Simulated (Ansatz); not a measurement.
`Sc1ccc(-c2ccc(-c3ccc(-c4ccc(S)s4)s3)s2)s1` with charge -1. The state is a doublet with charge -1. Geometry PBE-D4/def2-SVP, that of the neutral singlet; atoms count from 1.

```xyz
32

S    -4.304    1.000    7.676
C    -3.386    0.429    6.285
C    -3.093   -0.888    5.959
C    -2.428   -1.020    4.712
C    -2.203    0.198    4.068
C    -1.533    0.453    2.816
C    -1.194    1.672    2.226
C    -0.535    1.536    0.983
C    -0.353    0.207    0.591
C     0.268   -0.314   -0.599
C     0.455   -1.640   -0.993
C     1.111   -1.774   -2.238
C     1.443   -0.552   -2.829
C     2.109   -0.293   -4.080
C     2.464    0.920   -4.664
C     3.116    0.785   -5.919
C     3.264   -0.540   -6.308
S     3.997   -1.228   -7.756
S     2.597   -1.629   -5.116
S     0.924    0.776   -1.808
S    -1.023   -0.878    1.794
S    -2.864    1.516    5.015
H    -3.291    1.680    8.298
H    -3.346   -1.725    6.622
H    -2.094   -1.980    4.294
H    -1.418    2.639    2.699
H    -0.190    2.384    0.376
H     0.119   -2.491   -0.383
H     1.345   -2.740   -2.707
H     2.257    1.888   -4.187
H     3.468    1.632   -6.524
H     4.317   -0.023   -8.304
```

Single mean-field runs in def2-TZVP are fitted with def2-universal-jkfit.

Estimate the Mulliken populations of the heavy atoms from the PBE0/def2-TZVP orbitals of Ansatz.


```tsv
atom	charge (e)	spin (α − β)
S1	-0.27	0.00
C2	-0.03	0.12
C3	-0.15	-0.06
C4	-0.26	0.12
C5	-0.01	-0.02
C6	0.11	0.12
C7	-0.17	-0.01
C8	-0.22	0.05
C9	0.05	0.06
C10	0.06	0.03
C11	-0.23	0.08
C12	-0.16	-0.04
C13	0.10	0.14
C14	-0.01	-0.05
C15	-0.27	0.14
C16	-0.17	-0.07
C17	0.01	0.12
S18	-0.22	0.01
S19	-0.04	0.04
S20	-0.10	0.07
S21	-0.10	0.08
S22	-0.03	0.05
```
Mulliken values depend strongly on the basis.

Where does the spin sit?

Summed by element: S 0.25, C 0.75, H 0.00, of 1 unpaired in all. Largest on single atoms: C15 0.14, C13 0.14, C4 0.12.

And the Mayer bond orders between heavy atoms (over 0.3)?

S1–C2 1.04 (1.76 Å); C2–C3 1.54 (1.39 Å); C2–S22 1.17 (1.75 Å); C3–C4 1.34 (1.42 Å); C4–C5 1.40 (1.40 Å); C5–C6 1.06 (1.44 Å); C5–S22 1.25 (1.75 Å); C6–C7 1.34 (1.40 Å); C6–S21 1.20 (1.75 Å); C7–C8 1.40 (1.41 Å); C8–C9 1.31 (1.40 Å); C9–C10 1.11 (1.44 Å); C9–S21 1.23 (1.75 Å); C10–C11 1.32 (1.40 Å); C10–S20 1.22 (1.76 Å); C11–C12 1.38 (1.41 Å); C12–C13 1.34 (1.40 Å); C13–C14 1.06 (1.44 Å); C13–S20 1.21 (1.75 Å); C14–C15 1.44 (1.39 Å); C14–S19 1.23 (1.76 Å); C15–C16 1.31 (1.42 Å); C16–C17 1.56 (1.39 Å); C17–S18 1.08 (1.76 Å); C17–S19 1.18 (1.75 Å).
